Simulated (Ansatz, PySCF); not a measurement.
Ga(NHMe)(OH)2 (CH₆GaNO₂), SMILES C[NH][Ga]([OH])[OH]. Atoms are numbered in the order given.

```xyz
11

Ga    -0.0306     0.0297     0.3984
N      0.5174    -0.6925    -1.1707
C      0.2559    -0.1433    -2.4888
H      1.0541    -1.5528    -1.1778
H     -0.3276    -0.8328    -3.1290
H      1.1845     0.1091    -3.0364
H     -0.3279     0.7852    -2.3989
O     -0.9732     1.5458     0.3312
H     -1.2280     1.8676     1.2050
O      0.2972    -0.6561     2.0215
H      0.8091    -1.4743     2.0154
```

Coordinates come from a B3LYP-D3(BJ)/def2-SVP optimisation. One conformer was computed; it need not be the lowest.

Two levels are set side by side: PBE-D3(BJ)/def2-SVP (Ansatz, a quantum-chemistry and plane-wave program) and B3LYP-D3(BJ)/def2-SVP (Ansatz). Each level has its own optimised geometry; the coordinates shown are those of the second. Frequencies come from the Hessian of PySCF at each geometry. Differences are taken from unrounded values.

| quantity | B3LYP-D3(BJ) | PBE-D3(BJ) | PBE-D3(BJ) minus B3LYP-D3(BJ) |
|---|---|---|---|
| mean bond length (Å) | 1.310 | 1.319 | 0.008 |
| bond Ga1–N2 (Å) | 1.812 | 1.820 | 0.008 |
| bond Ga1–O8 (Å) | 1.787 | 1.799 | 0.013 |
| bond Ga1–O10 (Å) | 1.792 | 1.806 | 0.013 |
| bond N2–C3 (Å) | 1.452 | 1.452 | 0.000 |
| bond N2–H4 (Å) | 1.014 | 1.021 | 0.007 |
| bond C3–H5 (Å) | 1.107 | 1.115 | 0.008 |
| bond C3–H6 (Å) | 1.107 | 1.115 | 0.008 |
| bond C3–H7 (Å) | 1.100 | 1.108 | 0.008 |
| bond O8–H9 (Å) | 0.965 | 0.974 | 0.009 |
| bond O10–H11 (Å) | 0.965 | 0.974 | 0.009 |
| highest harmonic wavenumber (cm⁻¹) | 3856 | 3744 | -113 |
| mean harmonic wavenumber (cm⁻¹) | 1305 | 1269 | -36 |
| zero-point energy (kcal/mol) | 50.36 | 48.99 | -1.37 |

GGA bonds tend to be longer and softer than those of functionals with exact exchange. Differences between two approximate levels are no errors against the true value.
